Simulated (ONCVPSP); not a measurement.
## What the settings do to the ONCV potential of Rh

Base potential:

* Element: rhodium (Rh)
* Generator: ONCVPSP 4.0.1
* Type: optimised norm-conserving Vanderbilt (ONCV)
* Functional: PBEsol
* Relativity: scalar-relativistic
* Frozen core: [Ar] 3d10
* Valence charge: 17
* Reference configuration: 4s2 4p6 4d8 5s0.75 (charge +0.25)
* Partial waves: 4s+5s: rc 1.75 bohr, ncon 4, nbas 7, qcut 7.3 1/bohr, 2 projectors; 4p: rc 1.80 bohr, ncon 3, nbas 7, qcut 7.5 1/bohr, 1 projector; 4d: rc 1.30 bohr, ncon 4, nbas 7, qcut 7.6 1/bohr, local
* Local potential: the d channel
* Core correction: none

Cutoffs, loose and tight: the cutoffs (Ha) at which the residual kinetic energy of the hardest occupied pseudo-wave falls to 1 and 0.1 mHa per electron. They do not see the model core or the augmentation charge, which bear on the density cutoff. Test errors are all-electron minus pseudo excitation energies from the reference, over the configurations 4s2 4p6 4d8 5s1; 4s2 4p6 4d8 5s0; 4s2 4p6 4d7 5s0; 4s2 4p5 4d8 5s1. A dash means not determined; rows that change the core or the reference have their own tests.

```tsv
change	outcome	cutoff, loose	cutoff, tight	bound ghosts	GHOST(+) flags above zero	largest test error (meV)
base	generated	28 Ha	55 Ha	none	none	-67
s: qcut 4.6; p: qcut 4.7; d: qcut 4.8	generated	91 Ha	106 Ha	none	s	+11
s: qcut 5.9; p: qcut 6.1; d: qcut 6.1	generated	75 Ha	99 Ha	none	none	-52
s: qcut 6.9; p: qcut 7.1; d: qcut 7.2	generated	28 Ha	84 Ha	none	none	-65
s: qcut 7.8; p: qcut 8; d: qcut 8.1	generated	28 Ha	35 Ha	none	none	-66
s: qcut 8.8; p: qcut 9; d: qcut 9.1	generated	29 Ha	36 Ha	none	s	-60
s: qcut 9.8; p: qcut 10; d: qcut 10.2	generated	30 Ha	38 Ha	none	none	-51
s: qcut 10.7; p: qcut 11; d: qcut 11.2	generated	31 Ha	39 Ha	none	s	-47
```
